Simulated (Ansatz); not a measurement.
Species: sum formula NaOH, net charge 1, doublet state. 
Structure (B3LYP-D3(BJ)/def2-TZVP (Ansatz, a first-principles code) minimum search):
```
O
H 1 0.9777
Na 1 2.2575 2 180.00
```
Charge +1, spin multiplicity 2.

Parts of the frozen-core correlation energy in def2-SVP (Ansatz, hartree). Frozen orbitals: 6; correlated occupied orbitals by spin: 4 and 3; virtual: 24 and 25. UHF or UKS for open shells. No spin-orbit coupling. Non-relativistic.

```tsv
term	value
reference (HF)	-236.97014
MP2 opposite-spin	-0.11293
MP2 same-spin	…
CCSD correlation	…
(T)	…
CCSDT minus CCSD(T)	-0.00021
CCSDT(Q) minus CCSD(T)	-0.00045
T1 diagnostic	0.008
largest doubles amplitude	0.047
<S^2> of the reference	0.755
```

### Question
Complete the blanks.

### Answer

- MP2 same-spin, value: -0.03640
- CCSD correlation, value: -0.16376
- (T), value: -0.00185
